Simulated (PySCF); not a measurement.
Cl2FHNNb, SMILES [NH]=[Nb]([F])([Cl])[Cl], multiplicity 1. Coordinates come from a B3LYP-D3(BJ)/def2-SVP optimisation. The multiplicity is an assumed one; no other spin state was optimised. The structure was generated by enumeration; whether it is a known compound was not checked. The def2 effective core potentials stand for the cores of Nb; spin–orbit coupling is left out.

Computed equilibrium geometry at B3LYP-D3(BJ)/def2-SVP (PySCF confirms it by a frequency run) as Cartesian coordinates in Å, and its point group:
point group Cs.
```xyz
6

Nb     0.0239    -0.2751     0.0000
N      1.5639    -1.0755     0.0000
H      2.4640    -1.5507     0.0000
F     -1.2969    -1.5973     0.0000
Cl    -0.0800     1.0215    -1.9089
Cl    -0.0800     1.0215     1.9089
```
Charge 0, spin multiplicity 1.
